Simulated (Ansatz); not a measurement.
Total energies of the cluster Si2S2 from Ansatz at PBE0-D4/def2-TZVP, gas phase (1 Eh = 27.2114 eV = 2625.5 kJ/mol). The reference geometry is relaxed at PBE0-D4/def2-TZVP.

Cartesian coordinates in Å:
```
Si 1.1706 -0.6924 -0.4007
Si -0.8724 0.9981 0.5030
S -0.0151 -0.7745 1.4149
S -0.2831 0.4688 -1.5173
```

```tsv
state	geometry	energy (Eh)
charge 0 singlet	reference	-1374.96256
charge 1 doublet	reference	-1374.65655
charge 0 triplet	relaxed at PBE0-D4/def2-TZVP	-1374.91904
charge 0 quintet	relaxed at PBE0-D4/def2-TZVP	-1374.81181
free Si atom (triplet)	–	-289.24943
free S atom (triplet)	–	-397.97371
```

(1) Work out the vertical ionisation energy to the doublet.

(2) Which of the charge 0 states is lowest, and how far above it are the others?

(3) What is the binding energy per atom against free atoms?

(1) E(charge 1 doublet) − E(charge 0 singlet) = -1374.65655 − (-1374.96256) = 0.30601 Eh = 8.33 eV. For comparison, −ε of the highest occupied level is 6.44 eV at this level, 1.89 eV less.

(2) The singlet. triplet: -1374.91904 − (-1374.96256) = 0.04352 Eh = 114.3 kJ/mol; quintet: -1374.81181 − (-1374.96256) = 0.15075 Eh = 395.8 kJ/mol.

(3) Atoms: 2 × (-289.24943) + 2 × (-397.97371) = -1374.44628 Eh. Binding: -1374.44628 − (-1374.96256) = 0.51628 Eh = 14.05 eV, or 3.51 eV for each of 4 atoms (no zero-point energy, no counterpoise term).

The structure comes from a short search, and lower isomers may exist.
